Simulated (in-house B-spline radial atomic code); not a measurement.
Configurations of neutral aluminium, with energies counted from [Ne] 3s2 3p1. All numbers are computed (non-relativistic TPSSh, spin-polarised, spherical fractional occupations, exact exchange averaged over the configuration; point nucleus) with a radial B-spline atomic code at the basis-set limit, not measured. Shells without spins written out take the highest spin.

Occupations are held fixed; configurations that lie above the ionisation limit could autoionise.

```
   configuration  E - E(ref) (eV)  highest orbital  its <r> (bohr)
    [Ne] 3s2 3d1            4.194            3d up           8.897
[Ne] 3s1 3p1 4s1           7.4906            4s up           7.197
[Ne] 3s1 3p1 4d1           9.2053            4d up           14.79
[Ne] 3s1 3p1 4f1           9.5124            4f up           16.82
```

(1) Order these further configurations by energy, lowest first.
A. [He] 2s2 2p5 3s2 3p2
B. [Ne] 3s1 3p2
C. [He] 2s2 2p5 3s2 3p1 3d1
D. [He] 2s2 2p5 3s2 3p1 4f1

Results:

(1) B (3.3823 eV), A (73.948 eV), C (80.27 eV), D (81.315 eV).
